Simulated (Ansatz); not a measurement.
The cluster Li5Al3⁻. Total charge -1; doublet. Geometry r2SCAN-D4/def2-SVPD; atoms count from 1.

| atom | x (Å) | y (Å) | z (Å) |
| --- | --- | --- | --- |
| Al1 | -0.614 | 1.095 | 0.375 |
| Al2 | 1.894 | 0.173 | 0.439 |
| Al3 | 0.547 | 0.191 | -1.864 |
| Li4 | -0.430 | -1.636 | 0.217 |
| Li5 | -2.153 | 0.476 | -1.762 |
| Li6 | -2.718 | 0.090 | 1.596 |
| Li7 | 0.489 | 0.437 | 2.751 |
| Li8 | 2.984 | -0.827 | -1.752 |

Another isomer (singlet) lies 0.03 eV lower at PBE0-D4/def2-TZVP; other spin states weren't run for this one.

**Question.** Estimate the Mulliken populations from the PBE0/def2-TZVPD orbitals of Ansatz.

**Answer.** 
| atom | charge (e) | spin (α − β) |
| --- | --- | --- |
| Al1 | -0.94 | -0.11 |
| Al2 | -0.53 | 0.08 |
| Al3 | -0.55 | 0.09 |
| Li4 | 0.48 | 0.25 |
| Li5 | 0.22 | 0.04 |
| Li6 | 0.06 | 0.51 |
| Li7 | 0.22 | 0.04 |
| Li8 | 0.04 | 0.10 |
Mulliken values depend strongly on the basis. With diffuse functions, as here, like atoms can get unlike values, and bond orders can come out too low or too high.

**Question.** Where does the spin sit?

**Answer.** Summed by element: Al 0.06, Li 0.94, of 1 unpaired in all. Largest on single atoms: Li6 0.51, Li4 0.25, Al1 -0.11.

**Question.** And the Mayer bond orders between heavy atoms (over 0.3)?

**Answer.** Al1–Al2 0.59 (2.67 Å); Al1–Al3 0.59 (2.68 Å); Al1–Li5 0.32 (2.70 Å); Al1–Li6 0.60 (2.63 Å); Al1–Li7 0.32 (2.70 Å); Al2–Al3 0.76 (2.67 Å); Al2–Li7 0.53 (2.72 Å); Al2–Li8 0.54 (2.64 Å); Al3–Li5 0.53 (2.72 Å); Al3–Li8 0.54 (2.64 Å).
